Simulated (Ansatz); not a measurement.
Ansatz (an electronic-structure program) input:

Ansatz 0.2 input:
```yaml
crystal:
  periodic: [false, false, false]
  atoms:
    - {symbol: Si, position_ang: [-2.06583540, -0.68172785, 0.00601478]}
    - {symbol: O, position_ang: [-0.70692358, -0.69695860, 0.89774107]}
    - {symbol: Si, position_ang: [0.92848656, -0.25068232, 0.73511017]}
    - {symbol: Cl, position_ang: [0.60186724, 1.97329367, 0.48794095]}
    - {symbol: Cl, position_ang: [1.11718212, -0.75464397, -1.47500669]}
    - {symbol: H, position_ang: [-2.15864739, 0.43859473, -0.95895122]}
    - {symbol: H, position_ang: [-2.25120440, -1.95306294, -0.74566223]}
    - {symbol: H, position_ang: [-3.23571526, -0.57316550, 0.92705305]}
basis:
  gaussian:
    orbitals: def2-TZVPD
hamiltonian:
  xc: {name: PBE0}
total_charge: -1
output: {forces: true}
```

Which total energy does the run end on?

-1576.10353 Eh (PBE0/def2-TZVPD). The basis has 245 functions.

It need not be the lowest isomer of its formula. Whether it binds its extra electron was not tested at this geometry.
